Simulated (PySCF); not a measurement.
Results of a calculation; reference values are marked as such.
# Al2SiH2OF5

The system: Al2SiH2OF5, a small molecule (built as: end group OSiH2); neutral, doublet. The structure, one conformer, was relaxed in the gas phase by PBE0-D3(BJ)/def2-SVP. No frequency run checks that it is a minimum.

SMILES: [F][Al-]1([F])[F+][Al-]([F])([O][SiH2])[F+]1

Coordinates in Å:
```
F1      1.358   -1.415    2.363
Al2     0.189   -0.259    2.415
F3     -0.427    0.351    3.813
F4     -1.116   -0.619    1.216
Al5    -0.749    0.663   -0.030
F6     -1.922    1.821    0.013
O7     -0.079    0.002   -1.410
Si8     0.532   -0.791   -2.728
F9      0.529    1.049    1.215
H10     1.973   -0.417   -2.909
H11    -0.254   -0.415   -3.948
```

EPR values by unrestricted B3LYP, IGLO-III on Al F O Si, pcH-1 on H.

Problem. Predict g and the largest hyperfine couplings. Where does the spin sit?

Solution. g = 2.0008, 2.0021, 2.0039. The spin sits on Si8 (86 %, bonded to 1 O + 2 H) by Mulliken populations.
| atom | isotope | isotropic (MHz) | dipolar, principal values (MHz) |
| --- | --- | --- | --- |
| Si8 | 29Si | -643.8 | -150.7, 75.3, 75.5 |
| H11 | 1H | 106.0 | -8.1, 0.2, 7.8 |
| H10 | 1H | 103.0 | -8.1, 0.2, 7.9 |
| O7 | 17O | -30.2 | -24.7, 11.9, 12.8 |
| F6 | 19F | 5.9 | -2.5, -2.3, 4.8 |
| Al5 | 27Al | 5.3 | -1.6, -0.6, 2.2 |

Problem. How do the isotropic couplings move with BHandHLYP?

Solution. Si8 -643.8 to -675.9 MHz, H11 106.0 to 108.4 MHz, H10 103.0 to 105.6 MHz, O7 -30.2 to -35.0 MHz.
